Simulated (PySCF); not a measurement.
## The second ionisation energy along group 16

Calculated with PySCF 2.14 from differences of total energies of unrestricted determinants, without spin-orbit coupling. Values in eV. The last column holds reference values (NIST; (s) semi-empirical, (t) theoretical, else measured). Unmarked ones compare directly (S terms, centres of terms, or small fine structure); those marked * lie between the lowest fine-structure levels and include a spin-orbit shift.

```csv
element,configurations,UHF,MP2 (valence),SCS-MP2 (valence),CCSD (valence),CCSD(T) (valence),reference
"O (jorge-DZP-DKH, spin-free X2C)",[He] 2s2 2p3 → [He] 2s2 2p2,34.751,35.070,34.899,34.858,34.857,35.121 *
"S (jorge-DZP-DKH, spin-free X2C)",[Ne] 3s2 3p3 → [Ne] 3s2 3p2,22.721,23.166,23.008,23.086,23.089,23.338 *
"Se (jorge-DZP-DKH, spin-free X2C)",[Ar] 3d10 4s2 4p3 → [Ar] 3d10 4s2 4p2,20.921,20.917,20.851,20.831,20.832,21.196 ± 0.01 *
```

"Valence" correlates the outer s and p shells and, in groups 3 to 12 and the f block, the outer d or f shell, open or full, or the next shell where the ion has no valence electron left; the wider scheme adds the next inner shell.
